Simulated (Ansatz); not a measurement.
CH5BClFSSi (`FB(CCl)[SiH2]S`). Charge 0, multiplicity 1. All single points use the PBE0-D4/def2-TZVP geometry. It is one conformer, not always the lowest.

```xyz
11

F    -0.079    0.533    2.266
B    -0.207    0.155    1.001
C    -0.750   -1.292    0.715
Cl    0.874   -2.042    0.465
Si    0.381    1.419   -0.484
S     0.169    0.507   -2.413
H    -1.309   -1.425   -0.209
H    -1.226   -1.805    1.548
H     1.762    1.921   -0.252
H    -0.533    2.592   -0.536
H     0.917   -0.565   -2.101
```

What is the dipole moment at PBE/def2-TZVPP? (An estimate is asked.)

The calculation gave: 1.53 D, with components (-1.04, -0.94, 0.61) D in this frame, pointing from negative to positive charge.

And with r2SCAN, B3LYP, ωB97M-V? (Estimate.)

Computed: r2SCAN 1.55 D, B3LYP 1.51 D, ωB97M-V 1.50 D.

Give the Mulliken charges with PBE, r2SCAN, B3LYP in def2-TZVPP. (Best estimate.)

Ansatz gave: 
```tsv
atom	PBE	r2SCAN	B3LYP
F1	-0.18	-0.24	-0.22
B2	0.24	0.27	0.28
C3	-0.14	-0.07	-0.13
Cl4	-0.10	-0.13	-0.13
Si5	0.13	0.25	0.19
S6	-0.27	-0.29	-0.29
H7	0.15	0.12	0.15
H8	0.14	0.11	0.14
H9	-0.05	-0.07	-0.06
H10	-0.05	-0.07	-0.06
H11	0.12	0.12	0.12
```

B3LYP here is the variant with VWN-RPA as its local correlation; programs differ in this.
